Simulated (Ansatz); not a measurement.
`C=NC[TeH]` and `C=NC[SeH]` differ in one atom or group.

Ansatz, PBE0-D4/def2-TZVP geometries, multiplicity 1. Each molecule was computed in one conformer, which needn't be the lowest.

Elements past krypton have def2 core potentials. Scalar relativity is left out up to krypton.

| property | `C=NC[TeH]` |
| --- | --- |
| HOMO–LUMO gap (PBE/def2-TZVPP) / eV | 3.45 |
| HOMO energy (ωB97M-V/def2-TZVPP) / eV | -8.41 |
| size of the dipole moment (B3LYP/def2-TZVPP) / D | 0.63 |
| HOMO–LUMO gap (PBE0/def2-TZVPP) / eV | 5.56 |
| size of the dipole moment (ωB97M-V/def2-TZVPP) / D | 0.64 |
| HOMO–LUMO gap (ωB97M-V/def2-TZVPP) / eV | 9.52 |

Task: What does the change do to each property? (Best estimate.)

Result: The calculation gave: 
| property | `C=NC[SeH]` | shift |
| --- | --- | --- |
| HOMO–LUMO gap (PBE/def2-TZVPP) / eV | 3.61 | 0.16 |
| HOMO energy (ωB97M-V/def2-TZVPP) / eV | -8.90 | -0.49 |
| size of the dipole moment (B3LYP/def2-TZVPP) / D | 2.25 | 1.62 |
| HOMO–LUMO gap (PBE0/def2-TZVPP) / eV | 5.81 | 0.25 |
| size of the dipole moment (ωB97M-V/def2-TZVPP) / D | 2.33 | 1.69 |
| HOMO–LUMO gap (ωB97M-V/def2-TZVPP) / eV | 10.16 | 0.64 |

With PBE0 the HOMO falls by 0.40 eV and the LUMO falls by 0.15 eV, so the gap widens by about 0.25 eV. PBE moves the HOMO by -0.33 eV and ωB97M-V by -0.49 eV. Dipoles are sizes alone; their direction can turn.

B3LYP here is the variant with VWN-RPA as its local correlation; programs differ in this.

Spin–orbit coupling is left out; it splits and shifts lone-pair levels of the heavy atoms by tenths of an eV.
